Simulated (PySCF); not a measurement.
Al2(mu-Br)2(Cl)4, Al2Br2Cl4, singlet at its CAM-B3LYP/def2-SVP optimised geometry (Å):

```
8

Al     1.4514    -1.8850     2.2580
Al    -0.8648    -0.9804     0.0000
Br    -0.9839    -1.8993     2.2522
Cl     2.1686    -3.8415     2.2727
Cl     2.1454    -0.4708     3.6222
Br     1.5705    -0.9804     0.0000
Cl    -1.5703    -2.3813    -1.3719
Cl    -1.5705     0.9804     0.0000
```

Method: PySCF with CAM-B3LYP/def2-TZVP. Cells within 0.4 Å of a nucleus heavier than hydrogen are left out (blank, or x).

Map of the log10 of the electron density (e/bohr³), floored at −4 on the plane z = 0.0 Å:

```
|0000000000000000000000000000000|
|0000000000000000000000000000000|
|0000000000000000000000000000000|
|0000000111111000000000000000000|
|0000011222222110000000000000000|
|0001122333333221000000000000000|
|0011233444444332100000000000000|
|0012344556655432210000000000000|
|0123455667766543211000000000000|
|0123456778776554321111000000000|
|012456778x887654322221111000000|
|12345678xxx87654332222222110000|
|12345678xxx87654333334333221000|
|1234567788877654444445444322100|
|0123456777777655445556555432110|
|0123455677776655556667665543210|
|0122345566666655566777776543210|
|0012334556788765667899877654321|
|00122344568xxx766778xxx87654321|
|00112344568xxx766779xxx87654321|
|001223445579x86666789x987654321|
|0012234555677655667788776543210|
|0012334555665555556677766543210|
|0012334555555544455666655433210|
|0012334555555444444555554332100|
|0012334455554443333444443321100|
|0012234445544433223333332221000|
|0011233444443332222222222211000|
|0001223333333222111122222111000|
|0000122233322211111111221110000|
|0000011222221110000111111110000|
```
Scale: ten equal steps from -4.00 (start of '0') to 0.235 (end of '9'), in the order '0123456789'; x runs from -4.00 to 4.00, y from -4.00 (bottom) to 4.00 (top).
